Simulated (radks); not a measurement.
The numbers below are computed, except where a source is named.
Question: The mean radii <r> (bohr) of the occupied orbitals of an atom or ion are listed with their occupations. Code: a radial shooting solver on a logarithmic mesh with Libxc functionals. Model: scalar-relativistic Kohn-Sham, PBE, spin-polarised, spherical densities, finite nucleus; Fermi nuclear charge, rms radius of each element as measured or else 0.836 A^(1/3) + 0.57 fm.

orbital  occ.      <r>
1s down     1  0.03263
1s up       1  0.03263
2s up       1   0.1419
2s down     1   0.1419
2p up       3   0.1237
2p down     3   0.1237
3s up       1   0.3906
3s down     1   0.3906
3p up       3   0.3905
3p down     3   0.3904
3d up       5   0.3703
3d down     5   0.3702
4s up       1   0.9742
4s down     1   0.9708
4p up       3    1.065
4p down     3    1.063
4d up       5    1.361
4d down     1    1.379

Name the element and its charge. Open shells, if any, are filled with parallel spins first.

Answer: Z = 45, rhodium, charge +3: Rh3+ in [Kr] 4d6. The 1s radius gives Z: for a bare nucleus <r> = (2 gamma + 1)/(2Z) with gamma = sqrt(1 - (Z/c)^2), 0.0321 bohr for Z = 45, and screening makes it slightly larger (0.03263 here). The occupations add up to 42, and the charge is Z minus that.
